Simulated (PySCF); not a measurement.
C6H4N2OSe, SMILES c1c[se]c(-c2nnco2)c1.

Coordinates come from a B3LYP-D3(BJ)/def2-SVP optimisation. This is a generated structure with no PubChem entry under its InChIKey; it may be hypothetical. Other conformers were not sampled.

Two levels are set side by side: TDA-PBE/def2-SVPD (PySCF) and TDA-B3LYP/def2-SVPD (PySCF). Vertical, same geometry. The lowest singlet is HOMO−1→LUMO 99 % with PBE and HOMO→LUMO 75 %, HOMO−1→LUMO 19 % with the other functional; states are paired by order. Differences are taken from unrounded values.

| quantity | TDA-B3LYP | TDA-PBE | TDA-PBE minus TDA-B3LYP |
|---|---|---|---|
| lowest singlet excitation (eV) | 4.53 | 3.83 | -0.70 |
| lowest triplet excitation (TDA) (eV) | 2.83 | 2.81 | -0.01 |
| first bright state (f over 0.05) (eV) | 4.53 | 4.33 | -0.20 |
| its oscillator strength | 0.44 | 0.28 | -0.16 |

A lower first singlet is the usual sign of a functional without exact exchange. Differences between two approximate levels are no errors against the true value.

Rough cost on one machine, each run with all the roots and properties that it gave: TDA-B3LYP against TDA-PBE about 3 times.
